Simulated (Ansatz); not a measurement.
`C=N[SiH](F)F` + `[CH3][AlH][OH]` → `[CH3][AlH][O][SiH](F)F` + `C=N`  (ligand exchange at the Si–N bond)

Gas-phase electronic energies from Ansatz, PBE0-D4/def2-TZVP geometries. CCSD(T)/CBS is the MP2 limit (def2-TZVPP, def2-QZVPP) plus CCSD(T) − MP2 in def2-TZVPP, frozen cores. This one scheme is used for every species. Functionals use def2-TZVPP. B3LYP here is the variant with VWN-RPA as its local correlation; programs differ in this. One conformer a species, not always the lowest.

(1) Is it downhill or uphill in electronic energy at CCSD(T)/CBS, and by how much? (Estimate.)

(2) What do these levels give: r2SCAN-D4, PBE0-D4, B3LYP-D4, ωB97X-V, B2PLYP, r2SCAN, PBE0, HF/def2-TZVPP, MP2/def2-TZVPP, CCSD/def2-TZVPP, CCSD(T)/def2-TZVPP, SCS-MP2/def2-QZVPP? (Best estimate.)

Largest T1 diagnostic among the species: 0.013.

Results:

(1) Computed: Downhill: ΔE = -98.1 kJ/mol.

(2) The calculation gave: r2SCAN-D4 -94.3, PBE0-D4 -91.7, B3LYP-D4 -94.8, ωB97X-V -94.7, B2PLYP -96.3, r2SCAN -94.0, PBE0 -91.5, HF/def2-TZVPP -108.5, MP2/def2-TZVPP -96.3, CCSD/def2-TZVPP -101.8, CCSD(T)/def2-TZVPP -99.5, SCS-MP2/def2-QZVPP -99.0 kJ/mol.

In def2-TZVPP, CCSD(T) changes the Hartree–Fock value by +9.0 kJ/mol (the triples alone add +2.3 kJ/mol) and MP2 by +12.2 kJ/mol. From PBE to PBE0 (25 % exact exchange), in def2-TZVPP and without D4, ΔE moves by −5.8 kJ/mol.
